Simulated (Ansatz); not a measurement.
A series at Ge: from `[F][Ge]([Br])([Br])[Br]`, ligands are replaced one by one, each step taking up H–F and setting free HBr; n counts the steps. Ansatz, PBE0-D4/def2-TZVP geometries.

| n | molecule | HOMO energy, ωB97M-V/def2-TZVPP (eV) |
| --- | --- | --- |
| 0 | `[F][Ge]([Br])([Br])[Br]` | -11.16 |
| 1 | `[F][Ge]([F])([Br])[Br]` | -11.51 |
| 2 | `[F][Ge]([F])([F])[Br]` | ? |
| 3 | `[F][Ge]([F])([F])[F]` | -15.22 |

By hand: fit a straight line y = ȳ + b (n − n̄) to the 3 given rows and predict n = 2.

n̄ = 1.333, ȳ = -12.630; Σ(n − n̄)(y − ȳ) = -6.650, Σ(n − n̄)² = 4.667, so b = -1.425 eV a step. Prediction: -12.630 + (-1.425) × (0.667) = -13.58 eV.

By hand: compare with the computed value, -12.13 eV, and give the steps along the whole series.

The line misses by 1.45 eV (computed minus predicted). Steps: -0.35, -0.62, -3.09 eV.

One step carries most of the change, so a line is a poor guide. The highest orbital can change its character along such a series. The miss is 35.7 % of the series' range.
